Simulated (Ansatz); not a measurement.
```yaml
crystal:
  periodic: [true, true, true]
  atoms:
    - {symbol: C, position_ang: [-0.179628, -1.694763, 0.524368]}
    - {symbol: C, position_ang: [-0.034587, -0.323484, 0.100033]}
    - {symbol: N, position_ang: [0.080579, 0.764654, -0.236671]}
    - {symbol: Au, position_ang: [0.279528, 2.637994, -0.816217]}
    - {symbol: Cl, position_ang: [0.504647, 4.753958, -1.470770]}
    - {symbol: H, position_ang: [-0.574486, -1.727244, 1.541229]}
    - {symbol: H, position_ang: [0.790713, -2.193633, 0.501172]}
    - {symbol: H, position_ang: [-0.866765, -2.217484, -0.143145]}
basis:
  gaussian: {orbitals: def2-TZVP, nuclear_model: gaussian}
total_charge: 1
magnetization: {spin_polarized: true, initial_magnetization: 1}
hamiltonian: {xc: {name: r2SCANh}, pseudopotentials: {relativity: none}}
scf: {lower_state_search: full}
```

```sh
$ ansatz run in.yaml --threads 2 --pin off --events-out ev --progress --plain --max-ram 32768MiB --backend cpu
```

(1) How does Ansatz answer? (Best estimate.)

Answers

(1) The calculation gave: The program refused the input.
```
Error: YAML parse error: error: line 2 column 3: crystal: missing field `lattice` (a structure is typed as `lattice` and `atoms`, a molecule's as `atoms` in Å alone, or read from a run's directory, `checkpoint`)
 --> <input>:2:3
1 | crystal:
2 |   periodic: [true, true, true]
3 |   atoms:
4 |     - {symbol: C, position_ang: [-0.179628, -1.694763, 0.524368]}
```
